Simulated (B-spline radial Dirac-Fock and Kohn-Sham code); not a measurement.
How the binding energies of Ge⁵⁺ add up

System: germanium as Ge⁵⁺, [Ar] 3d9; nuclear rms radius 4.0742 fm (A = 74).

Method: Dirac-Fock energy differences between relaxed states, corrected for Breit and QED terms. Computed with a radial atomic solver. No correlation. Energies are counted from the vacuum level.

All terms are in eV, carry their sign (relaxation lowers the binding energy) and add up to the binding energy; ⟨r⟩ is the mean radius of the orbital in the initial state.

| subshell | −ε (Koopmans) | relaxation | Gaunt | retardation | self-energy | vacuum polarisation | binding energy | ⟨r⟩ (bohr) |
| --- | --- | --- | --- | --- | --- | --- | --- | --- |
| K | 11265.2 | -45.30 | -16.18 | 1.07 | -8.06 | 0.78 | 11197.6 | 0.047 |
| L1 | 1534.0 | -20.66 | -1.15 | 0.04 | -0.86 | 0.08 | 1511.4 | 0.209 |
| L2 | 1367.5 | -22.76 | -2.16 | 0.23 | 0.10 | -0.01 | 1342.9 | 0.181 |
| L3 | 1335.2 | -22.39 | -1.51 | 0.25 | 0.02 | -0.01 | 1311.6 | 0.185 |
| M1 | 277.5 | -3.98 | -0.13 | 0.00 | -0.14 | 0.01 | 273.2 | 0.617 |
| M2 | 220.5 | -3.90 | -0.25 | 0.03 | 0.01 | 0.00 | 216.3 | 0.630 |
| M3 | 215.8 | -3.76 | -0.16 | 0.03 | 0.00 | 0.00 | 211.9 | 0.639 |
| M4,5 | 119.8 | -3.66 | 0.00 | 0.00 | 0.01 | 0.00 | 116.2 | 0.681 |

For the deepest level, K (1s), the Breit terms make up -0.135 % of the binding energy, QED -0.065 % and orbital relaxation -0.405 %.

Spin-orbit splittings: 2p 31.26 eV, 3p 4.42 eV.

Going to the tabulated ground configuration of the next ion removes an electron from M4,5 (3d), computed at 116.2 eV. NIST lists 115.9 ± 0.12 eV as the ionisation energy of this species (semi-empirical), -0.25 eV from the computed value. Where a p, d or f shell is open in either ion the computed value averages over both j values and all terms, while the table refers to the lowest levels; that difference holds spin-orbit splitting (largest in heavy or highly charged ions), term energies where several electrons share open shells, and correlation, and it can reach 10 % or more.
